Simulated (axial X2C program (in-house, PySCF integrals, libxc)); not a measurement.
Nuclear properties of IrF⁺

Calculated with an axial X2C code built on PySCF integrals: two-component X2C with atomic mean-field Coulomb and Gaunt terms, Gaussian nuclei, basis Ir dyall-cv3z, F dyall-av3z with contracted cores.

R = 1.815 Å (near the PBE0 minimum at charge 1 of the determinant lowest at the starting distance; the state shown can have its own minimum elsewhere).

Input and command:
```json
{"zs": [77, 9], "q": 1, "bas": ["dyall-cv3z", "dyall-av3z"], "r0": 1.86, "levels": ["PBE0", "HF", "PBE50", "TPSSh", "BHandHLYP"], "nst": 3}
```
```bash
python soeom.py task.json out
```

Keys: zs atomic numbers; q charge; bas basis sets; r0 starting distance in Å; levels methods; nst determinants followed.

Determinant lowest in the PBE0 search, Ω = 9/2 (⟨Sz⟩ = 1.46, ⟨Lz⟩ = 3.04 at PBE0), spin on the atoms Ir 1.38, F 0.09:

| level | Eeff magnitude (GV/cm) | Ws magnitude Ir (kHz) | A∥/gI Ir (MHz) | qzz Ir (a.u.) | A∥/gI F (MHz) | qzz F (a.u.) |
| --- | --- | --- | --- | --- | --- | --- |
| PBE0 | 14.6 | 2.61 | 2000 | 0.84 | 32 | 2.20 |
| HF | 26.7 | 5.22 | 1430 | -2.12 | 19.5 | 2.01 |
| PBE50 | 20.7 | 3.97 | 1790 | -0.21 | 28.6 | 2.19 |
| TPSSh | 13.1 | 2.28 | 2080 | 1.16 | 33.6 | 2.16 |
| BHandHLYP | 18.3 | 3.47 | 1780 | -0.12 | 29.5 | 2.15 |

Eeff is the effective electric field on the electron electric dipole moment in this Ω state and Ws the scalar–pseudoscalar constant of the nucleus named (defined with the proton number Z and per Ω); A∥ (defined per Ω) follows by multiplying with gI = μI/(I μN); qzz is the electric field gradient, eQq0 = 234.96 MHz × Q/barn × qzz. The operators were transformed with the bare-nucleus X2C matrices; with these basis sets, hyperfine constants and field gradients can be off by tens of per cent, and where levels differ in sign neither size nor sign is settled.

Task: With gI(193Ir) = 0.1091, gI(19F) = 5.2577 (g factors from the IAEA table of nuclear moments by Stone), turn the PBE0 values of the first state into constants in MHz.

Result: A∥(193Ir) = 2000 × 0.1091 = 218 MHz; A∥(19F) = 32 × 5.2577 = 168 MHz.

Each state is one determinant with collinear spin, which with several unpaired electrons need not be a pure state. Unrestricted Hartree–Fock can overshoot spin polarisation at the nuclei. With several open shells hyperfine constants can be off by a factor of several. Where Eeff spreads by more than a factor of two the levels disagree and none is to be relied on. States lie within half an eV, so the first need not be the ground state. Further determinants of the search, some of them spin-mixed, are not shown. Where a field gradient or hyperfine factor spreads by more than a factor of two over the levels, a constant derived from it is not to be relied on.
